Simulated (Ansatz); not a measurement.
Relaxation of Cl$_{2}$H$_{5}$InO$_{2}$Si (11 atoms, charge 0, multiplicity 1), to a largest force component of 0.03 eV/Å in at most 50 steps.

Computed with Ansatz, RKS B3LYP/def2-SVP.

```xyz
11
Properties=species:S:1:pos:R:3:forces:R:3
In 0.347 0.532 -0.284 -0.20 -0.33 0.35
O -0.612 -0.624 2.509 0.43 0.81 -0.42
H -1.570 -0.493 2.547 -0.01 0.01 0.00
Cl 2.091 -0.697 -1.247 -0.01 0.00 0.00
Cl -1.807 0.576 -1.199 -0.01 0.00 0.00
O 0.701 1.742 1.265 0.02 0.11 0.17
Si 1.913 2.796 1.714 0.01 0.00 0.00
H 3.193 2.076 1.985 0.01 0.00 0.01
H 2.168 3.808 0.644 0.00 0.01 0.00
H 1.478 3.498 2.955 0.00 0.00 0.00
H -0.245 0.285 2.630 -0.24 -0.60 -0.09
```

Where does it end, and by what steps?

It converged. After 15 steps the energy has fallen by 0.550 eV; Cl4 moved furthest, 0.59 Å. Joined: In1–O2 (3.17 → 2.30 Å).

```
step  energy less start (eV)  largest force component (eV/Å)  accepted
   0                  0.0000                           0.806       yes
   1                 -0.1522                           1.195       yes
   2                 -0.3754                           1.208       yes
   3                 -0.4862                           0.641       yes
   4                 -0.4606                           0.881        no
   5                 -0.5317                           0.128       yes
   6                 -0.5363                           0.225       yes
   7                 -0.5398                           0.233       yes
   8                 -0.5426                           0.165       yes
   9                 -0.5471                           0.111       yes
  10                 -0.5482                           0.102       yes
  11                 -0.5493                           0.105       yes
  12                 -0.5498                           0.080       yes
  13                 -0.5500                           0.072       yes
  14                 -0.5502                           0.032       yes
  15                 -0.5503                           0.009       yes
```

```xyz
11
Properties=species:S:1:pos:R:3
In 0.272 0.346 0.060
O -0.543 -0.581 2.005
H -1.506 -0.546 2.115
Cl 1.814 -1.118 -0.935
Cl -1.747 0.907 -1.021
O 0.885 1.592 1.546
Si 1.922 2.873 1.753
H 3.334 2.416 1.930
H 1.881 3.804 0.582
H 1.515 3.627 2.976
H -0.169 0.178 2.506
```

Whether the end is a true minimum wasn't checked by a vibrational analysis.

Time of the run: 45 s on 4 threads of Arm Neoverse V2, on a shared host, peak memory 0.41 GiB.
